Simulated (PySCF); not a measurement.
HO₃, SMILES OO[O], multiplicity 2. The structure is a stationary point at PBE-D3(BJ)/def2-TZVP. Other conformers were not sampled.

All values below come from PBE-D3(BJ)/def2-TZVP in PySCF.

Harmonic wavenumbers (cm⁻¹): 245, 416, 619, 1128, 1405, 3615. Rotational constants (GHz): 73.96, 10.36, 9.089; symmetry number 1.

Work out the zero-point energy and the ideal-gas rigid-rotor harmonic-oscillator thermochemistry at 298.15 K and 1 atm.

ZPE = ½ Σ hcν = ½ × 7428 cm⁻¹ = 10.62 kcal/mol. H − E(el) = 13.60 kcal/mol. Entropy in cal/(mol K): translation 37.59, rotation 21.36, vibration 3.16, spin 1.38, total 63.49. G − E(el) = -5.34 kcal/mol. Cp = 12.51 cal/(mol K).
